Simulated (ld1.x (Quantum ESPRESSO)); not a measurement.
## u(r) = r·R(r): atom against pseudo-atom (Hg)

Columns: radius, all-electron u(r) and pseudo u(r) of the 5d shell (level -10.07 eV) of mercury in the configuration [Xe] 4f14 5d10 6s2 6p0; LDA (PZ), scalar-relativistic, ultrasoft scheme, ld1.x (Quantum ESPRESSO) 7.5.

| r (bohr) | all-electron | pseudo |
| --- | --- | --- |
| 0.168 | 0.1067 | 0.0058 |
| 0.335 | -0.4391 | 0.0430 |
| 0.503 | -0.1339 | 0.1311 |
| 0.670 | 0.3551 | 0.2677 |
| 0.838 | 0.6972 | 0.4329 |
| 1.005 | 0.8607 | 0.5914 |
| 1.172 | 0.9002 | 0.7108 |
| 1.340 | 0.8681 | 0.7703 |
| 1.508 | 0.8006 | 0.7659 |
| 1.675 | 0.7198 | 0.7136 |
| 1.842 | 0.6372 | 0.6373 |
| 2.010 | 0.5581 | 0.5581 |
| 2.178 | 0.4858 | 0.4858 |
| 2.345 | 0.4216 | 0.4216 |
| 2.512 | 0.3649 | 0.3649 |
| 2.680 | 0.3151 | 0.3151 |
| 2.848 | 0.2717 | 0.2717 |
| 3.015 | 0.2344 | 0.2344 |
| 3.182 | 0.2021 | 0.2021 |
| 3.350 | 0.1740 | 0.1740 |
| 3.518 | 0.1498 | 0.1498 |
| 3.685 | 0.1291 | 0.1291 |
| 3.852 | 0.1112 | 0.1112 |
| 4.020 | 0.0957 | 0.0957 |
| 4.188 | 0.0824 | 0.0824 |
| 4.355 | 0.0710 | 0.0710 |

**Question.** How many radial nodes do the two functions have?

**Answer.** The all-electron 5d function has n − l − 1 = 2; the pseudo-wave has 0, since the states of the same l below it are removed with the core.

**Question.** At about which radius was the pseudo-wave matched?

**Answer.** 2.05 bohr. The columns agree to 0.0005 from 1.84 bohr on; several derivatives are matched, so the curves merge somewhat inside the radius.

**Question.** Is the pseudo-wave norm-conserving?

**Answer.** No, it belongs to an ultrasoft set: the norm inside the radius is not constrained, and the difference is carried by the augmentation charge.
